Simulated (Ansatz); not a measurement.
Ideal-gas functions of AsGaH5N (`[NH2][GaH][AsH2]`) at 600 K and 1 bar, from an Ansatz frequency run at PBE0-D4/def2-TZVP.

Molar mass 163.69 g/mol, point group C1 (symmetry number 1), electronic degeneracy 1, moments of inertia 38.457, 296.362, 330.473 u Å². Harmonic wavenumbers (cm⁻¹, unscaled): 92, 122, 257, 266, 331, 504, 524, 559, 633, 704, 759, 984, 1562, 1979, 2205, 2218, 3612, 3719.

Use S(trans) = R[1.5 ln M + 2.5 ln T − 1.1517]; rotational temperatures θ = 24.2544 K / I; S(rot) = R[ln(√π/σ · √(T³/θAθBθC)) + 1.5]; for each mode x = 1.438777 ν̃/T, S = R[x/(eˣ − 1) − ln(1 − e⁻ˣ)] and H = RT x/(eˣ − 1); 1 cm⁻¹ = 0.0119627 kJ/mol; R = 8.31446 J/(mol·K).

Q: By hand: the entropy, in J/(mol·K).

A: Translation 187.0. Rotation: θ = 0.6307, 0.0818, 0.0734 K, giving 120.2. Vibration, mode by mode: 20.90, 18.56, 12.47, 12.19, 10.45, 7.23, 6.94, 6.47, 5.60, 4.88, 4.40, 2.87, 0.95, 0.42, 0.27, 0.26, 0.01, 0.01, in all 114.9. Electronic 0.0. Sum 422.1 J/(mol·K).

Q: By hand: H − E and G − E in kJ/mol, counted from the electronic energy.

A: Zero-point energy ½ × 21030 × 0.0119627 = 125.8; thermal vibration 34.6; translation, rotation and pV give 4 RT = 20.0. H − E = 180.4 kJ/mol, and G − E = 180.4 − 600 × 422.1/1000 = -72.9 kJ/mol.

Vibration gives 27 % of the entropy, 39.5 J/(mol·K) of it from the modes under 150 cm⁻¹: soft modes count most, and the harmonic formula is weakest for them. The sum counts one conformer and one mirror image; others add a mixing term.
